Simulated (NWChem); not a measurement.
System: C₂H₆OTe; SMILES CO[Te]C

NWChem input:

```
start job
memory heap 200 mb stack 900 mb global 1100 mb
geometry units angstroms noautoz
  Te     0.329763    -0.476913    -0.035139
  C     -1.799011    -0.900252     0.055722
  H     -1.917975    -1.998376    -0.028952
  H     -2.339464    -0.398889    -0.767163
  H     -2.169629    -0.561354     1.040514
  O      0.172896     1.443271     0.628400
  C     -0.198183     2.405117    -0.341630
  H     -1.224485     2.245290    -0.751194
  H     -0.190277     3.389865     0.175352
  H      0.506441     2.461609    -1.204077
end
basis spherical
  Te library def2-svp
  C library def2-svp
  H library def2-svp
  O library def2-svp
end
ecp
  Te library def2-ecp
end
dft
  xc becke88 lyp
  iterations 150
  mulliken
end
task dft energy
```

Coordinates come from a PBE-D3(BJ)/def2-SVP optimisation. No frequency run checked for a minimum. def2 effective core potentials on Te; no spin-orbit coupling.

**Question.** Give the results of this calculation. (BLYP/def2-SVP with def2 effective core potentials on Te.) Quantities: energy (Ha); highest occupied level (eV); orbital gap (eV); dipole (D).

**Answer.** 
```yaml
energy (Ha): -422.79
highest occupied level (eV): -4.58
orbital gap (eV): 2.44
dipole (D): 1.69
```
